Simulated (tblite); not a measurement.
Species: C6H12OSi2.
Geometry (GFN2-xTB, Å), atoms numbered from 1 in this order:
```
atom  x, y, z in Å
C1    -3.3590   -0.5850    0.1184
C2    -1.9176   -0.1203   -0.0324
C3    -1.2859    0.3084    1.2719
O4    -1.9050    0.3760    2.3095
Si5    0.5958    0.7058    1.2396
C6     1.0625    1.5379   -0.3907
C7     1.9722    0.9519   -1.1629
C8     2.6654   -0.3285   -0.8192
Si9    1.9738   -1.0991    0.7975
H10   -3.7779   -0.8641   -0.8457
H11   -3.4064   -1.4431    0.7849
H12   -3.9635    0.2089    0.5501
H13   -1.2930   -0.9084   -0.4620
H14   -1.8546    0.7383   -0.7074
H15    0.8428    1.5776    2.3932
H16    0.6259    2.4744   -0.7116
H17    2.2696    1.3986   -2.1072
H18    3.7343   -0.1204   -0.7246
H19    2.5797   -1.0117   -1.6671
H20    1.3444   -2.3877    0.4718
H21    3.0878   -1.3927    1.7038
```

Calculated harmonic vibrations of the isolated species, GFN2-xTB (tblite), most abundant isotopes, no scaling. This tight-binding method is rough: wavenumbers can miss measured ones by several per cent, in bad cases by 10 to 20. Modes of hydrogen on silicon can be 10 to 20 % off. One conformer, not necessarily the lowest.

Harmonic wavenumbers (cm⁻¹): 30.8, 39.0, 45.6, 87.1, 96.1, 172.1, 201.2, 275.6, 287.5, 333.0, 371.3, 409.3, 427.2, 476.2, 524.5, 534.7, 576.4, 617.8, 650.4, 672.9, 703.6, 726.1, 777.1, 786.3, 791.4, 804.4, 928.3, 971.2, 996.7, 1025.7, 1042.0, 1113.0, 1113.8, 1149.2, 1223.1, 1259.4, 1307.2, 1318.1, 1407.1, 1440.4, 1458.6, 1489.0, 1499.1, 1648.2, 1720.7, 2181.5, 2210.4, 2225.7, 2942.1, 2944.6, 2962.7, 2971.0, 2998.3, 3032.1, 3041.0, 3044.1, 3048.6.

A = 1925, B = 682.3, C = 651.8 MHz; mass 156.043 u (most abundant isotopes); point group C1, symmetry number 1.

Task: What is the zero-point energy?

Result: Half the sum of the wavenumbers: 34565 cm⁻¹ = 98.83 kcal/mol.

Task: Give the ideal-gas entropy at 298.15 K and 1 bar in the rigid-rotor, harmonic-oscillator model (classical rotation).

Result: Translation 41.07, rotation 30.31, vibration 40.87: S = 112.2 cal/(mol K).

Task: And Cp and H(298.15 K) − H(0)?

Result: Cp = 46.66 cal/(mol K), of which vibrations give 38.71 (their classical limit is 57 R = 113.3); H(298.15 K) − H(0) = 8.36 kcal/mol without the zero-point energy, 5.99 from vibrations.

Task: What must be added to the electronic energy to get the Gibbs energy at 298.15 K and 1 bar?

Result: ZPE + [H(298.15 K) − H(0)] − T·S = 98.83 + 8.36 − 33.47 = 73.72 kcal/mol.

Task: Blend soft modes into free rotors: weight 1/[1 + (100 cm⁻¹/ν̃)⁴] for the oscillator and the rest for a rotor with moment μB/(μ + B), μ = h/(8π²ν), B = 10⁻⁴⁴ kg m². What vibrational entropy results?

Result: 35.54 cal/(mol K) in place of 40.87, which changes −T·S at 298.15 K by +1.59 kcal/mol.

Hindered rotation and anharmonicity are outside this model. Other conformers, if any are populated, would add a mixing term that is left out. The structure is chiral; the term R ln 2 for an equal mix with its mirror image is left out.
